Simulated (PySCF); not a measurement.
Molecule: `C1[CH]([GeH2][SiH3])C1`, C$_{3}$H$_{10}$GeSi.

Geometry:
```tsv
atom	x (Å)	y (Å)	z (Å)
Si1	2.700	-0.353	0.045
Ge2	0.661	0.121	-1.095
C3	-0.709	0.660	0.175
C4	-1.430	-0.380	0.992
C5	-2.163	0.361	-0.081
H6	3.750	-0.845	-0.899
H7	2.466	-1.401	1.087
H8	3.211	0.880	0.723
H9	0.882	1.223	-2.154
H10	0.156	-1.149	-1.816
H11	-0.500	1.606	0.686
H12	-1.195	-1.435	0.821
H13	-1.657	-0.143	2.035
H14	-2.431	-0.182	-0.992
H15	-2.898	1.114	0.218
```

Geometry PBE0-D3(BJ)/def2-SVP throughout; GIAO in PySCF, gas phase, one conformer, non-relativistic; equivalent atoms averaged; functional PBE0.

For orientation, 6-31G* gives these absolute shieldings σ: Si1 488.0, Ge2 1679.3, C4/C5 188.0, C3 196.4, H9/H10 27.96, H6/H7/H8 28.25, H13/H15 31.14, H12/H14 31.45, H11 31.97 ppm.

A run gave: Si1 455.8, Ge2 1524.1, C4/C5 179.0, C3 189.1, H9/H10 27.57, H6/H7/H8 27.64, H13/H15 30.55, H12/H14 31.04, H11 31.51 ppm (absolute shieldings σ).

Which basis set was used in that run?
A. def2-TZVP
B. 6-31G
C. def2-SVP
D. cc-pVDZ
E. pcSseg-1

## Answers

E. Ge2 tells them apart best: pcSseg-1 gives 1524.1, 6-31G gives 1805.1, def2-SVP gives 1634.4, cc-pVDZ gives 1696.5, def2-TZVP gives 1556.1 ppm.
